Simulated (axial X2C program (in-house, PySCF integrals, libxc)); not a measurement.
TlI⁺: properties at the nuclei

Calculated with an axial X2C code built on PySCF integrals: two-component X2C with atomic mean-field Coulomb and Gaunt terms, Gaussian nuclei, basis Tl dyall-cv3z, I dyall-cv3z with contracted cores.

R = 3.276 Å (near the PBE0 minimum at charge 1 of the determinant lowest at the starting distance; the state shown can have its own minimum elsewhere).

Determinant lowest in the PBE0 search, Ω = 3/2 (⟨Sz⟩ = 0.50, ⟨Lz⟩ = 1.00 at PBE0), spin on the atoms Tl -0.01, I 0.51:

```json
{"level": "PBE0", "Eeff magnitude (GV/cm)": "1.93", "Ws magnitude Tl (kHz)": "1.94", "A∥/gI Tl (MHz)": "0.959", "qzz Tl (a.u.)": "-2.92", "A∥/gI I (MHz)": "742", "qzz I (a.u.)": "-4.84"}
{"level": "HF", "Eeff magnitude (GV/cm)": "6.18", "Ws magnitude Tl (kHz)": "5.57", "A∥/gI Tl (MHz)": "13.8", "qzz Tl (a.u.)": "-2.18", "A∥/gI I (MHz)": "695", "qzz I (a.u.)": "-5.54"}
{"level": "BHandHLYP", "Eeff magnitude (GV/cm)": "2.24", "Ws magnitude Tl (kHz)": "2.19", "A∥/gI Tl (MHz)": "3.38", "qzz Tl (a.u.)": "-2.66", "A∥/gI I (MHz)": "757", "qzz I (a.u.)": "-5.15"}
{"level": "PBE50", "Eeff magnitude (GV/cm)": "2.59", "Ws magnitude Tl (kHz)": "2.54", "A∥/gI Tl (MHz)": "0.54", "qzz Tl (a.u.)": "-2.64", "A∥/gI I (MHz)": "736", "qzz I (a.u.)": "-5.05"}
{"level": "LDA", "Eeff magnitude (GV/cm)": "1.53", "Ws magnitude Tl (kHz)": "1.52", "A∥/gI Tl (MHz)": "-6.53", "qzz Tl (a.u.)": "-3.34", "A∥/gI I (MHz)": "812", "qzz I (a.u.)": "-4.57"}
```

Eeff is the effective electric field on the electron electric dipole moment in this Ω state and Ws the scalar–pseudoscalar constant of the nucleus named (defined with the proton number Z and per Ω); A∥ (defined per Ω) follows by multiplying with gI = μI/(I μN); qzz is the electric field gradient, eQq0 = 234.96 MHz × Q/barn × qzz. The operators were transformed with the bare-nucleus X2C matrices; with these basis sets, hyperfine constants and field gradients can be off by tens of per cent, and where levels differ in sign neither size nor sign is settled.

Q: With gI(127I) = 1.1253, Q(127I) = -0.68822 barn (g factors from the IAEA table of nuclear moments by Stone; Q from Pyykkö, Mol. Phys. 2018), turn the PBE0 values of the first state into constants in MHz.

A: A∥(127I) = 742 × 1.1253 = 835 MHz; eQq0(127I) = 234.96 × (-0.68822) × (-4.84) = 783 MHz.

Each state is one determinant with collinear spin. Unrestricted Hartree–Fock can overshoot spin polarisation at the nuclei. Where Eeff spreads by more than a factor of two the levels disagree and none is to be relied on. States lie within half an eV, so the first need not be the ground state. Further determinants of the search, some of them spin-mixed, are not shown. Where a field gradient or hyperfine factor spreads by more than a factor of two over the levels, a constant derived from it is not to be relied on.
